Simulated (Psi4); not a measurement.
Interaction energy of HCl ··· Br2 (SMILES Cl and BrBr). Monomers: optimised at B3LYP-D3(BJ) (def2-TZVP), held rigid. Orientation: a random orientation, not optimised. R is the distance of the centres of mass, along which the second monomer moves.

Geometry at R = 4.34 Å (first 2 atoms: monomer A):
```
4

Cl     0.6410     0.0000     0.0000
H     -0.6410     0.0000     0.0000
Br    -2.2013     3.9684     1.1833
Br    -1.8919     2.8969    -0.8461
```

Method: Psi4 with SAPT0/jun-cc-pVDZ, frozen core.

Components in kcal/mol:

| R / Å | electrostatics | exchange | induction | dispersion | total |
|---|---|---|---|---|---|
| 3.74 | -3.66 | 9.06 | -0.86 | -1.93 | 2.61 |
| 3.91 | -2.27 | 5.41 | -0.53 | -1.42 | 1.19 |
| 4.16 | -1.14 | 2.51 | -0.27 | -0.92 | 0.18 |
| 4.34 | -0.71 | 1.44 | -0.17 | -0.68 | -0.12 |
| 4.53 | -0.44 | 0.80 | -0.10 | -0.51 | -0.25 |
| 4.74 | -0.27 | 0.41 | -0.06 | -0.37 | -0.29 |
| 5.03 | -0.15 | 0.17 | -0.03 | -0.24 | -0.26 |
| 5.33 | -0.09 | 0.06 | -0.02 | -0.16 | -0.21 |
| 5.83 | -0.05 | 0.01 | -0.01 | -0.09 | -0.13 |
| 6.53 | -0.02 | 0.00 | 0.00 | -0.04 | -0.07 |
| 7.58 | -0.01 | 0.00 | 0.00 | -0.02 | -0.03 |
| 8.81 | 0.00 | 0.00 | 0.00 | -0.01 | -0.01 |
